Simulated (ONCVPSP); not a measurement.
Ba (Z = 56): one change to an ONCV potential, before and after

* Element: barium
* Generator: ONCVPSP 4.0.1
* Type: optimised norm-conserving Vanderbilt (ONCV)
* Functional: PBE
* Relativity: scalar-relativistic
* Frozen core: [Kr] 4d10
* Valence charge: 10
* Reference configuration: 5s2 5p6 6s2
* Partial waves: 5s+6s: rc 3.10 bohr, ncon 5, nbas 8, qcut 3 1/bohr, 2 projectors; 5p: rc 2.05 bohr, ncon 3, nbas 6, qcut 4.3 1/bohr, 2 projectors, debl 1.3 Ha; d scattering state at 0.24 Ha: rc 3.30 bohr, ncon 4, nbas 9, qcut 2.7 1/bohr, 3 projectors, debl 1.6 Ha
* Local potential: polynomial inside 1.70 bohr (lpopt 3, dvloc0 0 Ha)
* Core correction: none

In the d channel the program set the typed energies aside and used -0.074, 1.526, 3.126 Ha.

Change: all radii scaled by about 1.10 (s 3.42, p 2.26, d 3.64 bohr); local potential polynomial inside 1.88 bohr (lpopt 3, dvloc0 0 Ha).

Cutoffs: the cutoffs (Ha) at which the residual kinetic energy of the hardest occupied pseudo-wave falls to 1 and 0.1 mHa per electron; they do not see the model core or the augmentation charge, which bear on the density cutoff. Errors are all-electron minus pseudo energies relative to the spin-unpolarised reference configuration.

Question: What does the change do?

Answer: The potential gets softer (8.6 Ha and 25 Ha → 6.5 Ha and 10 Ha); the lowest positive-energy flag moves from s at 44.6 eV to d at 117.6 eV; the errors of the 4 common tests hardly move; neither file shows a bound ghost. A larger radius leaves more room for a smooth pseudo-wave, so fewer plane waves are needed.

| quantity | base | changed |
| --- | --- | --- |
| cutoff, loose | 8.6 Ha | 6.5 Ha |
| cutoff, tight | 25 Ha | 10 Ha |
| loose cutoff by channel | s 3.2 Ha, p 8.6 Ha | s 2.5 Ha, p 6.5 Ha |
| bound ghosts | none | none |
| GHOST(+) flags under 300 eV | s at 44.6 eV, d at 107.8 eV | d at 117.6 eV |
| error for 5s2 5p6 6s1, meV [ΔE 5.36 eV] | -0.9 | -0.8 |
| error for 5s2 5p6 6s0, meV [ΔE 15.34 eV] | -4.4 | -4.5 |
| error for 5s2 5p6 6s1.5, meV [ΔE 2.14 eV] | -0.3 | -0.3 |
| error for 5s2 5p6 6s0 6p1, meV [ΔE 7.96 eV] | -2.5 | -2.5 |
